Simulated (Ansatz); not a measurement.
C2H8Ge (`C[CH2][GeH3]`). The species carries charge 0 and has multiplicity 1.

```xyz
11

C    -1.3752    0.2849   -0.3307
C     0.1138    0.5753   -0.4552
Ge    1.2241   -0.6416    0.6070
H    -1.7161    0.3754    0.7041
H    -1.9696    0.9779   -0.9327
H    -1.6155   -0.7277   -0.6651
H     0.3390    1.5959   -0.1336
H     0.4392    0.4978   -1.4963
H     0.9923   -2.0968    0.1562
H     0.8491   -0.5328    2.0976
H     2.7189   -0.3082    0.4487
```

What are the harmonic wavenumbers in cm⁻¹ at PBE0-D4/def2-TZVP (Ansatz, finite differences of forces, unscaled)? (Best estimate.)

The calculation gave: 116, 218, 221, 486, 521, 618, 739, 833, 884, 886, 987, 990, 1061, 1252, 1262, 1409, 1455, 1492, 1497, 2138, 2140, 2145, 3041, 3061, 3098, 3108, 3123.

Is this a minimum?

Yes, all 27 modes are real.

Give the ideal-gas thermochemistry at 298.15 K and 1 bar (rigid rotor, harmonic oscillator; point group Cs, symmetry number 1).

Zero-point energy 232.0 kJ/mol; H(298) − E = 249.2 kJ/mol; entropy 311.4 J/(mol·K), of which translation 166.9, rotation 102.9, vibration 41.6; G(298) − E = 156.4 kJ/mol.

And at 400, 500, 600, 800 and 1000 K?


```csv
T (K),H − E (kJ/mol),S (J/mol/K),G − E (kJ/mol)
400,259.4,340.6,123.2
500,271.4,367.3,87.8
600,285.2,392.4,49.8
800,317.0,438.0,-33.4
1000,353.2,478.3,-125.1
```
